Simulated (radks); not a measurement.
Results of a calculation; reference values are marked as such.
Coulomb parameter of the 4d shell of the rhodium ion Rh+ in the model configuration [Kr] 4d7 5s1, as a second difference U = [E(n + 0.25) + E(n - 0.25) - 2 E(n)] / (0.25)^2 with all orbitals relaxed. "Bare": the charge of the atom changes with n. "Screened": the 5s shell takes up the change at fixed total charge, which measures U(4d,4d) + U(5s,5s) - 2 U(4d,5s). Level of theory: scalar-relativistic Kohn-Sham, BLYP, spin-unpolarised, spherical densities, finite nucleus; Fermi nuclear charge, rms radius 4.4945 fm (a radial shooting solver on a logarithmic mesh with Libxc functionals).

case,configuration,E - E(n) (eV)
start,[Kr] 4d7 5s1,0.000
bare +0.25,[Kr] 4d7.25 5s1,-3.775
bare -0.25,[Kr] 4d6.75 5s1,4.512
screened +0.25,[Kr] 4d7.25 5s0.75,-1.033
screened -0.25,[Kr] 4d6.75 5s1.25,1.152

U(bare) = 11.789 eV, U(screened by 5s) = 1.909 eV, against the Slater integral F0(4d,4d) = 16.725 eV with frozen orbitals.
